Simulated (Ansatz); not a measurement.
`C/C(Cl)=C(\F)[SiH3]` + H₂ → `C/C=C(\F)[SiH3]` + HCl  (hydrogenolysis of a C–Cl bond)

Calculated with Ansatz (gas phase, PBE0-D4/def2-TZVP geometries, no zero-point term in ΔE). CBS: MP2 limit from def2 TZ/QZ plus the TZ coupled-cluster correction, frozen cores. This one scheme is used for every species. Double bonds are as drawn, so ΔE can hold a change between cis and trans.

| level | ΔE (kJ/mol) |
| --- | --- |
| HF/def2-QZVPP | -113.2 |
| SCS-MP2/def2-QZVPP | -80.2 |

Question: What does CCSD(T)/CBS give? (Best estimate.)

Answer: The calculation gave: -81.2 kJ/mol. The listed levels differ from it by -32.0, 1.0 kJ/mol.

Largest T1 diagnostic among the species: 0.012.

From PBE to PBE0 (25 % exact exchange), in def2-TZVPP and without D4, ΔE moves by −7.6 kJ/mol. The D4 term adds +11.6 kJ/mol with B3LYP and +6.2 kJ/mol with PBE0; it sums over pairs of atoms, weighted by their polarisabilities, and B3LYP, whose exchange is more repulsive, gets the larger term.

B3LYP here is the variant with VWN-RPA as its local correlation; programs differ in this.
